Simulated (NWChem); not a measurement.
Molecule: GeSiH$_{4}$, singlet; SMILES [SiH3][GeH]

Results from NWChem. Low-valent species are run as closed-shell singlets; no triplet was tried in these runs. Coordinates come from a PBE0/def2-SVP optimisation. Ions are spin-unrestricted doublets at the neutral geometry; other ion states weren't tried.

```csv
level,"vertical ionisation energy, ΔSCF (eV)",−ε(HOMO) (eV),ΔSCF minus −ε(HOMO) (eV)
B3LYP/def2-SVP,8.81,6.45,2.36
PBE/def2-SVP,8.71,5.68,3.03
PBE0/def2-SVP,8.77,6.66,2.11
"LDA (Slater exchange, VWN5)/def2-SVP",[?],[?],[?]
BHandHLYP/def2-SVP,8.71,7.47,1.24
```

### Question
Complete the blanks.

### Answer

- LDA (Slater exchange, VWN5)/def2-SVP, vertical ionisation energy, ΔSCF (eV): 8.89
- LDA (Slater exchange, VWN5)/def2-SVP, −ε(HOMO) (eV): 5.79
- LDA (Slater exchange, VWN5)/def2-SVP, ΔSCF minus −ε(HOMO) (eV): 3.10
